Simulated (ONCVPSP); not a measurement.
## Cu (Z = 29), ONCV: configuration errors across variants

copper (Cu), optimised norm-conserving Vanderbilt (ONCV), made with ONCVPSP 4.0.1 (LDA (Perdew-Wang 92), scalar-relativistic). Core [Ne], reference 3s2 3p6 3d8 (charge +3). Waves: 3s: rc 1.10 bohr, ncon 3, nbas 8, qcut 8.4 1/bohr, 2 projectors, debl 1.5 Ha; 3p: rc 0.90 bohr, ncon 4, nbas 7, qcut 18.1 1/bohr, 2 projectors, debl 2.2 Ha; 3d: rc 0.75 bohr, ncon 4, nbas 8, qcut 13.3 1/bohr, 2 projectors, debl 3.6 Ha. Local part: polynomial inside 0.50 bohr (lpopt 2, dvloc0 1 Ha). Core correction: polynomial model core, fcfact 0.3.

In the s channel the program set the typed energies aside and used -5.886, 0.250 Ha. In the p channel the program set the typed energies aside and used -4.327, 0.250 Ha.

All-electron excitation energies from the reference (eV): (1) 3s2 3p6 3d10 4s1 -69.488; (2) 3s2 3p6 3d10 -61.059; (3) 3s2 3p6 3d9 -39.369; (4) 3s2 3p6 3d9 4s1 4p1 -62.545.

3 further variants failed, have other tests or too few solved ones, and are left out.

Errors AE − PS in meV (a dash: test not solved or not reliable):

```json
{"change": "base", "(1)": "+6.4", "(2)": "+11", "(3)": "+6.3", "(4)": "+5.2", "bound ghosts": "none", "GHOST(+) flags above zero": "s"}
{"change": "p: qcut 11.1", "(1)": "+6.8", "(2)": "+11", "(3)": "+6.6", "(4)": "+5.4", "bound ghosts": "none", "GHOST(+) flags above zero": "s"}
{"change": "p: qcut 13", "(1)": "+6.7", "(2)": "+11", "(3)": "+6.5", "(4)": "+5.3", "bound ghosts": "none", "GHOST(+) flags above zero": "s"}
{"change": "p: qcut 14.5", "(1)": "+6.6", "(2)": "+11", "(3)": "+6.4", "(4)": "+5.3", "bound ghosts": "none", "GHOST(+) flags above zero": "s"}
{"change": "p: qcut 16.2", "(1)": "+6.6", "(2)": "+11", "(3)": "+6.4", "(4)": "+5.2", "bound ghosts": "none", "GHOST(+) flags above zero": "s"}
{"change": "p: qcut 19.6", "(1)": "+6.2", "(2)": "+10", "(3)": "+6.1", "(4)": "+5.1", "bound ghosts": "none", "GHOST(+) flags above zero": "s"}
{"change": "p: qcut 21.3", "(1)": "+6.3", "(2)": "+11", "(3)": "+6.3", "(4)": "+5.1", "bound ghosts": "none", "GHOST(+) flags above zero": "s"}
```

Problem. Give the same row for: p: qcut 17.7.

Solution. +6.5, +11, +6.3, +5.2; bound ghosts: none; GHOST(+) flags above zero: s.
